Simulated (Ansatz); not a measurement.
Consider the ligand exchange at a B–C bond: `COB(C)N` + H–F → `COB(N)F` + CH₄.

Computed with Ansatz on PBE0-D4/def2-TZVP structures; ΔE is electronic, products minus reactants. CCSD(T)/CBS adds triple-zeta CCSD(T) − MP2 to the extrapolated MP2 energy (def2 sets, frozen cores). This one scheme is used for every species. Each species was taken in one conformer, which may not be the lowest.

| species | MP2/def2-TZVPP energy (Eh) |
| --- | --- |
| `COB(C)N` | -235.49073 |
| H–F | -100.33585 |
| `COB(N)F` | -295.46746 |
| CH₄ | -40.41206 |

Task: Work out ΔE.

Result: ΔE = (-295.46746) + (-40.41206) − (-235.49073) − (-100.33585) = -0.05294 Eh = -33.2 kcal/mol. CCSD(T)/CBS gives -32.9 kcal/mol.

Largest T1 diagnostic among the species: 0.011.

In def2-TZVPP, CCSD(T) changes the Hartree–Fock value by +7.1 kcal/mol (the triples alone add +0.8 kcal/mol) and MP2 by +7.8 kcal/mol. The D4 term adds +1.7 kcal/mol with B3LYP and +0.9 kcal/mol with PBE0; it sums over pairs of atoms, weighted by their polarisabilities, and B3LYP, whose exchange is more repulsive, gets the larger term.

B3LYP here is the variant with VWN-RPA as its local correlation; programs differ in this.
